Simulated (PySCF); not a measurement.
How the method changes the constants of GeH

State: ²Π (doublet), unpaired electrons π ↑. Set-up: basis Ge cc-pVDZ-PP with ECP10, H cc-pVDZ; scalar-relativistic core potentials; PySCF 2.14. De refers to Ge + H in their high-spin ground configurations, without counterpoise correction. The functionals are run spin-unrestricted. A positive dipole means Ge(−)H(+).

```csv
Level,Re (Å),ωe (cm⁻¹),De (eV),μ (D),"CPU s a point (SCF and correlation, without the integrals)"
UHF,1.591,1978,1.92,-0.04,0.054
UHF-MP2,1.592,1951,2.52,n/a,0.074
UHF-SCS-MP2,1.595,1935,2.61,n/a,n/a
UHF-CCSD,1.601,1893,2.67,n/a,n/a
UHF-CCSD(T),1.603,1882,2.69,n/a,0.56
PBE,1.631,1796,2.85,-0.25,0.26
PBEsol,1.627,1809,2.97,-0.19,0.2
r²SCAN,1.607,1874,2.87,-0.13,0.4
TPSSh,1.611,1872,3.00,-0.20,0.45
PBE0,1.611,1876,2.81,-0.16,0.41
B97-3,1.615,1863,2.88,-0.20,0.23
LC-ωPBE,1.594,1958,2.77,-0.07,0.43
```

The bond length runs from 1.591 Å (UHF) to 1.631 Å (PBE). De spans 1.92 eV (UHF, mean field) to 3.00 eV (TPSSh, hybrid meta-GGA). Correlation at CCSD(T) changes the Hartree–Fock bond energy by +0.77 eV; the triples alone change it by +0.02 eV.

Correlated steps freeze 4 core orbitals. Correlated levels converge slowly with the basis: in double zeta they bind strong bonds too weakly, by up to about 1 eV, and carry superposition errors of some tenths. Spin–orbit coupling is left out. The state was picked by a PBE0 search and need not be the measured ground state.

The whole job (state search and all levels along the bond) took about 0.71 min on 1 thread of Arm Neoverse V1 (shared host), peak memory 0.35 GiB.
